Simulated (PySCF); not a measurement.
Structure problem from calculated spectra and properties.

Formula: C6H5Cl2F3.

* 1H NMR: chemical shifts (computed TMS as zero) by class: 2.97 (1 H), 2.85 (1 H), 2.31 (1 H), 2.19 (1 H), 2.15 (1 H) ppm [GIAO CAM-B3LYP/pcSseg-2]
* Dipole: 2.86 D [CAM-B3LYP/def2-SVPD]
* Polarisability: 97.0 au [CAM-B3LYP/def2-SVPD]
* UV, first state: lowest singlet excitation: 6.19 eV (200 nm, f = 0.246) [TDDFT CAM-B3LYP/def2-SVPD]
* Rotational structure: rotational constants A, B, C: 1.282, 0.621, 0.491 GHz [PBE0-D3(BJ)/def2-SVP]
* Triplet: lowest triplet excitation (Tamm–Dancoff): 3.83 eV [TDA CAM-B3LYP/def2-SVPD]
* 13C NMR: chemical shifts (computed TMS as zero) by class: 157.7 (1 C), 142.9 (1 C), 138.6 (1 C), 57.6 (1 C), 39.6 (1 C), 27.2 (1 C) ppm [GIAO CAM-B3LYP/pcSseg-2]
* NMR, other nuclei: isotropic shieldings of nuclei other than C and H, by class: 261 (3 F), 720 (1 Cl), 729 (1 Cl) ppm [GIAO CAM-B3LYP/pcSseg-2]

The electronic properties come from PySCF, for the isolated species, density fitting. Levels stand in brackets. NMR shifts are as computed; neighbouring signals can stand in another order in a measured spectrum. One conformer (not necessarily the lowest) at the PBE0-D3(BJ)/def2-SVP geometry, without solvent, vibrations or thermal averaging. NMR classes are plain means over equivalent atoms (diastereotopic ones count apart unless rotation or inversion swaps them), as if these changed places fast.

Problem. What is the compound? Reason from the data.

Solution. Numbering: `[F:1][C:2]([F:3])([F:4])[C@H:5]1[CH2:6][CH2:7][C:8]([Cl:9])=[C:10]1[Cl:11]`. Its formula, C6H5Cl2F3, gives 2 degrees of unsaturation: 1 ring and 1 π bond in the structure found. 6 carbons fall into 6 classes; from least to most shielded: vinylic C–Cl carbon [C8] (157.7 ppm), vinylic C–Cl carbon [C10] (142.9 ppm), CF3 carbon [C2] (138.6 ppm), allylic carbon [C5] (57.6 ppm), allylic carbon [C7] (39.6 ppm), ring CH2 carbon [C6] (27.2 ppm). Hydrogen classes from least to most shielded: 1 H on an allylic carbon, C5 (2.97 ppm), 1 H on an allylic carbon, C7 (2.85 ppm), 1 H on an allylic carbon, C7 (2.31 ppm), 1 H on a ring CH2 carbon, C6 (2.19 ppm), 1 H on a ring CH2 carbon, C6 (2.15 ppm). The other shieldings belong to: 261 ppm, fluorine of a CF3 group [F1/F3/F4]; 720 ppm, vinyl chlorine [Cl9]; 729 ppm, vinyl chlorine [Cl11]. The optimised geometry has point group C1 and is an asymmetric top. Structure: `FC(F)(F)[C@H]1CCC(Cl)=C1Cl`. The assignments are read from this structure; whether some other isomer fits the data as well wasn't checked. The mirror image fits equally.
